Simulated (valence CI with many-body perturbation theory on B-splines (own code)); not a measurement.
**Te²⁰⁺: one-electron terms**

Computed by configuration interaction combined with many-body perturbation theory (CI+MBPT): four valence electrons over a frozen Dirac-Fock core [Ar] 3d10, a basis of 11 s, 11 p, 10 d, 8 f, 5 g, 2 h functions for each j, with the one-electron correlation potential Σ1 (screened to all orders), the two-electron term Σ2, the three-electron term Σ3, Breit, model QED; selected single and double excitations, second order for the rest, scaled by the run's own slope (own B-spline code, finite nucleus).

No measured spectrum was set against this ion. As an estimate, levels hold to about 250 cm⁻¹ or 0.2 % of their energy and the worst to 1 %, as in measured heavy ions of charge 2 to 7; those with d or f electrons hold less well. Among the levels kept, up to 500 cm⁻¹ of a level comes from second order outside the variational space, and about a tenth of that is noise between levels of different J, which matters for small intervals.

These are the spectroscopic orbitals of the CI (the correlating ones are not listed), shaped by the core and the other valence electrons. h is the expectation value of the core's Dirac-Fock operator, without the valence repulsion; Σ1 is computed up to l = 3 at one energy for each symmetry, that of its lowest orbital but kept below the first core excitation, so for empty shells it is not the orbital's own correlation shift; Breit and QED include the response of the core.

```csv
Orbital,h (hartree),Σ1 (cm⁻¹),Breit (cm⁻¹),QED (cm⁻¹),⟨r⟩ (bohr)
4s1/2,-27.36,-11950,2655,2015,0.6869
5s1/2,-15.833,-3981,1108,849,1.201
6s1/2,-10.334,-1847,555,430,1.864
7s1/2,-7.2804,-1027,322,250,2.666
8s1/2,-5.4061,-634,203,158,3.610
9s1/2,-4.173,-421,137,106,4.697
4p1/2,-25.555,-11889,4105,-78.5,0.6987
5p1/2,-14.987,-4037,1724,-32.1,1.237
6p1/2,-9.8783,-1936,895,-16.5,1.917
7p1/2,-7.0066,-1095,527,-9.6,2.739
8p1/2,-5.2292,-684,336,-6.1,3.703
9p1/2,-4.0521,-457,228,-4.1,4.809
4p3/2,-25.01,-11024,2563,119,0.7155
5p3/2,-14.743,-3832,1080,51.0,1.259
6p3/2,-9.748,-1856,588,26.8,1.944
7p3/2,-6.9288,-1056,347,15.9,2.771
8p3/2,-5.179,-662,222,10.2,3.739
9p3/2,-4.0179,-443,151,6.9,4.851
4d3/2,-22.065,-11092,1488,-115,0.7328
5d3/2,-13.383,-4021,662,-49.1,1.316
6d3/2,-9.0117,-2022,360,-26.3,2.035
7d3/2,-6.4848,-1175,218,-15.8,2.896
8d3/2,-4.8906,-747,142,-10.2,3.899
4d5/2,-21.956,-10829,835,-54.0,0.7373
5d5/2,-13.333,-3935,361,-22.6,1.322
6d5/2,-8.9839,-1980,196,-12.0,2.042
7d5/2,-6.4679,-1151,118,-7.1,2.904
8d5/2,-4.8795,-732,76.1,-4.6,3.909
4f5/2,-18.842,-10005,329,-42.0,0.7309
5f5/2,-11.968,-3439,164,-22.0,1.357
6f5/2,-8.2516,-1704,91.1,-12.7,2.115
7f5/2,-6.0268,-988,55.6,-8.0,3.016
4f7/2,-18.827,-9844,28.6,-28.0,0.7320
5f7/2,-11.958,-3376,13.9,-14.7,1.358
6f7/2,-8.2457,-1672,7.8,-8.4,2.117
7f7/2,-6.023,-970,4.7,-5.2,3.018
5g7/2,-11.433,,3.7,-2.6,1.275
6g7/2,-7.9415,,3.6,-1.8,2.050
7g7/2,-5.832,,2.7,-1.3,2.971
5g9/2,-11.43,,-6.8,0.3,1.275
6g9/2,-7.9396,,-6.1,-0.2,2.051
7g9/2,-5.8308,,-4.7,-0.2,2.971
6h9/2,-7.8854,,,,1.850
6h11/2,-7.8842,,,,1.850
```

Among the shells of the start configuration 4s2 4p2, Σ1 is largest in size for 4s1/2, where it is 0.20 % of h.

Lowest root of each symmetry, sizes in configuration state functions:

| J | Parity | Roots | Reference | Variational | Second order | Change by selected CI (cm⁻¹) | Change by second order (cm⁻¹) |
| --- | --- | --- | --- | --- | --- | --- | --- |
| 0 | even | 12 | 48 | 29385 | 149334 | -3983 | -1 |
| 1 | even | 18 | 103 | 31969 | 473686 | -3491 | -59 |
| 2 | even | 27 | 148 | 31944 | 839384 | -3957 | -90 |
| 3 | even | 19 | 126 | 32144 | 890254 | -3247 | -90 |
| 4 | even | 13 | 101 | 31967 | 721977 | -2683 | -61 |
| 5 | even | 4 | 55 | 31948 | 576970 | -3360 | -50 |
| 0 | odd | 10 | 40 | 29318 | 117377 | -5304 | -2 |
| 1 | odd | 23 | 108 | 31898 | 447472 | -4456 | -50 |
| 2 | odd | 28 | 136 | 31965 | 493102 | -2802 | -76 |
| 3 | odd | 25 | 126 | 32000 | 642567 | -3584 | -153 |
| 4 | odd | 15 | 96 | 31976 | 568612 | -6189 | -189 |
| 5 | odd | 6 | 59 | 31881 | 465124 | -7019 | -136 |
| 6 | odd | 3 | 28 | 32224 | 342781 | -5396 | -40 |
